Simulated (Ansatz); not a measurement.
Process, species as SMILES: [Br][Ge]([Br])[Br] → [Br][Ge-]([Br])[Br] (an electron is taken up)
Each molecule is optimised on its own at B3LYP-D3(BJ)/def2-TZVP (Ansatz, a quantum-chemistry and plane-wave program). Frequencies are from Ansatz.
Geometry of the first species:
```xyz
4

Ge     0.5264    -0.2236     0.2007
Br    -0.6251    -1.8711    -1.0031
Br    -0.7852     0.4626     2.0168
Br     0.9291     1.6129    -1.1972
```
Charge 0, spin multiplicity 2.

Property: adiabatic electron affinity (0 K, with B3LYP-D3(BJ) harmonic zero-point energies), positive where the reaction releases energy, in eV. Cores are frozen in the correlated levels unless marked. UHF or UKS for open shells. Spin-orbit coupling is left out. Frozen are the shells of the preceding noble gas and the d and f shells that filled before the atom's block. Non-relativistic. Anions need diffuse functions: aug- sets have them; def2-D sets add few; the other sets have none. CBS marks a two-point X^-3 extrapolation of the correlation energy; Hartree-Fock from the larger set. The bracket is a focal-point correction in the basis named.

```tsv
level	program	adiabatic electron affinity (eV)
PBE0-D4/def2-TZVP	Ansatz + dftd4	3.61
B2GP-PLYP/def2-TZVPD	Ansatz	3.72
B2PLYP-D3(BJ)/def2-TZVPD	Ansatz + dftd3	3.74
MP2/6-31G	Ansatz	3.80
MP2/6-31G*	Ansatz	3.43
MP2/cc-pVDZ	Ansatz	3.27
SCS-MP2/aug-cc-pVTZ	Ansatz	3.70
CCSD/cc-pVTZ	Ansatz	3.54
CCSD(T)/STO-3G	Ansatz	-1.38
RI-MP2/CBS(aug-cc-pVTZ,aug-cc-pVQZ)+[CCSD(T)-MP2]/aug-cc-pVTZ	Ansatz	3.80
```
